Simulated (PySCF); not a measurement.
**Indium: a sound run and one with changed settings**

Sound run: In⁺ [Kr] 4d10 5s2, In²⁺ [Kr] 4d10 5s1. Computed with PySCF 2.14 in cc-pVTZ-PP with ECP28MDF (5s4p3d1f, 39 functions), with scalar relativity through the core potential. The sound run starts from symmetry-adapted Hartree-Fock orbitals and uses a fine grid where one is needed.

Changed run: basis STO-3G, all-electron and non-relativistic. This setting is unsound on purpose.

| species | method | sound run (hartree) | changed run (hartree) | converged |
| --- | --- | --- | --- | --- |
| In⁺ | UHF | -189.01875 | -5682.72828 | yes |
| In⁺ | TPSS | -189.82954 | -5684.36312 | yes |
| In⁺ | M06-L | -190.05728 | -5684.76127 | yes |
| In²⁺ | UHF | -188.39358 | -5682.23005 | yes |
| In²⁺ | TPSS | -189.13967 | -5683.81606 | yes |
| In²⁺ | M06-L | -189.37130 | -5684.21872 | yes |

Ionisation energy of In⁺:

| method | sound run (eV) | changed run (eV) |
| --- | --- | --- |
| UHF | 17.012 | 13.558 |
| TPSS | 18.773 | 14.886 |
| M06-L | 18.667 | 14.764 |

A minimal basis cannot let orbitals breathe on ionisation and holds almost no correlation. The Hamiltonian changed with the basis, so the totals do not compare.

For comparison, NIST gives 18.870 eV between the lowest levels.
